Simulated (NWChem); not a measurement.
Species: CF₃, doublet; SMILES [C](F)(F)F

All runs: NWChem. Spin-unrestricted. In the optimisation the excess spin sits in a (C3, its own frame). Geometry: optimised at PBE0/def2-SVP, spin-unrestricted. No stability test was run on the SCF state.

For level PBE/aug-cc-pVDZ:

- highest occupied level (eV) = -6.07

Q: Estimate the same quantities for level PBE/cc-pVTZ.

A: The highest occupied level (eV) is -5.81.
